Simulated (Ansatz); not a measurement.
C₂H₄B₂, SMILES `BB1C=C1`. Total charge 0; spin multiplicity 1. All single points use the PBE0-D4/def2-TZVP geometry.

```xyz
8

B    -1.111    1.266   -0.156
B    -0.042    0.048   -0.006
C     0.389   -1.368   -0.141
C     1.275   -0.527    0.375
H    -1.168    1.935   -1.148
H    -1.881    1.539    0.720
H     0.258   -2.406   -0.411
H     2.280   -0.486    0.768
```

Q: What is the dipole moment at ωB97M-V/def2-TZVPP? (Best estimate.)

A: Computed: 1.59 D, with components (1.04, -1.19, 0.15) D in this frame, pointing from negative to positive charge.

Q: And with PBE, r2SCAN, B3LYP? (Best estimate.)

A: The calculation gave: PBE 1.85 D, r2SCAN 1.77 D, B3LYP 1.65 D.

Q: Give the Mulliken charges with ωB97M-V, B3LYP, PBE in def2-TZVPP. (Estimate.)

A: Computed: 
```tsv
atom	ωB97M-V	B3LYP	PBE
B1	-0.26	-0.13	-0.04
B2	-0.07	-0.13	-0.21
C3	-0.08	-0.08	-0.04
C4	-0.08	-0.08	-0.04
H5	0.09	0.05	0.03
H6	0.09	0.05	0.03
H7	0.16	0.15	0.14
H8	0.16	0.15	0.14
```

B3LYP here is the variant with VWN-RPA as its local correlation; programs differ in this.
